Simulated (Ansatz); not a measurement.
Consider the ligand exchange at the Sn–N bond: `C[N](C)[Sn][OH]` + HBr → `[OH][Sn][Br]` + dimethylamine.

Isolated molecules relaxed with PBE0-D4/def2-TZVP in Ansatz; ΔE leaves out vibrations. CCSD(T)/CBS is the MP2 limit (def2-TZVPP, def2-QZVPP) plus CCSD(T) − MP2 in def2-TZVPP, frozen cores. Functionals use def2-TZVPP. Elements past krypton have def2 core potentials. For Br, Sn outer-core shells are correlated without core-valence functions, which leaves a few kJ/mol of doubt a bond. Scalar relativity is left out up to krypton. One conformer a species, not always the lowest.

`C[N](C)[Sn][OH]`:

Cartesian coordinates in Å:
```
C 0.807 -0.267 0.694
N -0.243 -0.027 -0.255
C -0.282 -1.026 -1.292
Sn -1.596 1.497 -0.289
O -0.952 2.523 1.282
H 0.716 -1.263 1.151
H 1.802 -0.214 0.229
H 0.783 0.462 1.508
H 0.654 -1.055 -1.870
H -1.096 -0.823 -1.997
H -0.441 -2.034 -0.883
H -0.150 2.227 1.720
```

HBr:

Z-matrix (Å, degrees):
```
Br
H 1 1.420
```

`[OH][Sn][Br]`:

Z-matrix (Å, degrees):
```
O
Sn 1 1.975
H 1 0.962 2 114.8
Br 2 2.517 1 94.6 3 179.9
```

`CNC`:

```xyz
10

C    -0.858   -0.833   -0.176
N     0.030    0.187   -0.684
C     0.734    0.888    0.364
H    -1.322   -1.370   -1.005
H    -1.659   -0.363    0.402
H    -0.365   -1.569    0.482
H     0.693   -0.224   -1.328
H     0.019    1.450    0.971
H     1.432    1.607   -0.071
H     1.297    0.227    1.046
```

```json
{"level": "BHLYP", "ΔE (kcal/mol)": "-29.1"}
{"level": "SCS-MP2/def2-QZVPP", "ΔE (kcal/mol)": "-24.0"}
```

Task: What does CCSD(T)/CBS give? (An estimate is asked.)

Result: Computed: -24.0 kcal/mol. The listed levels differ from it by -5.1, 0.0 kcal/mol.

Largest T1 diagnostic among the species: 0.017.

At CCSD(T), def2-SVP lies +2.3 kcal/mol from the extrapolated value and def2-TZVPP +1.8 kcal/mol. From PBE to PBE0 (25 % exact exchange), in def2-TZVPP and without D4, ΔE moves by −1.7 kcal/mol.
